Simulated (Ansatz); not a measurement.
System: Si2H4F2, charge 0, singlet. Si2H4F2 (SMILES F[SiH2][SiH2]F).
B3LYP-D3(BJ)/def2-TZVP minimum from Ansatz (an electronic-structure program):
```xyz
8

Si    -1.1706    -0.0924     0.4094
F     -1.7746    -0.4654    -1.0371
Si     1.1800    -0.1768     0.3502
F      1.7549     1.0283    -0.5517
H     -1.6637     1.2541     0.7774
H     -1.6771    -1.0860     1.3861
H      1.6706    -1.4508    -0.2225
H      1.7158    -0.0158     1.7232
```
Charge 0, spin multiplicity 1.

Total energies in hartree (Ansatz). UHF or UKS for unpaired electrons; spin-orbit terms are left out. Correlated methods leave the cores frozen. No relativity. For partners of very few electrons the exact lower level stands in for a higher one.

```tsv
species	HF/cc-pV(T+d)Z	CCSD(T)/cc-pV(T+d)Z	HF/cc-pV(Q+d)Z	CCSD(T)/cc-pV(Q+d)Z	CCSD(T)/cc-pV(D+d)Z	CCSDT(Q)/cc-pV(D+d)Z
1: Si2H4F2 (fluoro(fluorosilyl)silane, SMILES F[SiH2][SiH2]F)	-779.30188	-780.10419	-779.32944	-780.19673	-779.81001	-779.81226
2: Si (triplet)	-288.85649	-288.93344	-288.85845	-288.93781	-288.91643	-288.91690
3: F (doublet)	-99.40552	-99.62036	-99.41377	-99.65026	-99.52757	-99.52776
4: H (doublet)	-0.49981	-0.49981	-0.49995	-0.49995	-0.49928	-0.49928
```

### Question
Work out the atomisation energy (electronic, to ground-state atoms) in kcal/mol: take Hartree-Fock from cc-pV(Q+d)Z, extrapolate the CCSD(T) correlation energy as X^-3 (X = 3, 4), and add CCSDT(Q) - CCSD(T) in cc-pV(D+d)Z. 1 hartree = 627.51 kcal/mol.

### Answer

Species 1: correlation (64·(-0.86729) - 27·(-0.80231))/37 = -0.91471; step -0.00225; E1 = -779.32944 + (-0.91471) + (-0.00225) = -780.24640
Species 2: correlation (64·(-0.07936) - 27·(-0.07695))/37 = -0.08112; step -0.00047; E2 = -288.85845 + (-0.08112) + (-0.00047) = -288.94004
Species 3: correlation (64·(-0.23649) - 27·(-0.21484))/37 = -0.25229; step -0.00019; E3 = -99.41377 + (-0.25229) + (-0.00019) = -99.66625
Species 4: correlation (64·(0.00000) - 27·(0.00000))/37 = 0.00000; step +0.00000; E4 = -0.49995 + (0.00000) + (+0.00000) = -0.49995
-1·E1 +2·E2 +2·E3 +4·E4 = 1.03402 hartree = 648.9 kcal/mol.
